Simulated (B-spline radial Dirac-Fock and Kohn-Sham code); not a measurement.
M4 emission of Cs⁴⁺

System: cesium as Cs⁴⁺ in the configuration [Kr] 4d10 5s2 5p3.

Method: independent-particle rates on relativistic LDA orbitals of the hole state (multipoles up to L = 3, Coulomb Auger matrix elements, transition energies from Dirac-Fock). Computed with a radial B-spline solver.

| line | multipole | energy (eV) | width (meV) | share (%) |
| --- | --- | --- | --- | --- |
| Mζ2 | E1 | – | 0.261 | 79.4 |
| M4-N3 | E1 | 570.2 | 0.0407 | 12.4 |
| M4-N4 | E2 | 663.1 | 0.000249 | 0.0756 |
| M4-N5 | E2 | 665.4 | 0.000103 | 0.0314 |
| M4-O2 | E1 | 735.1 | 0.0229 | 6.97 |
| M4-O3 | E1 | 737.3 | 0.00363 | 1.10 |

The listed lines hold 100.0 % of the radiative rate. A dash stands for an energy that rests on an unreliable hole state. The radiative width is 0.000329 eV in the length form and 0.000350 eV in the velocity form; the two differ because the transition energies are not eigenvalue differences of the potential that gave the orbitals.
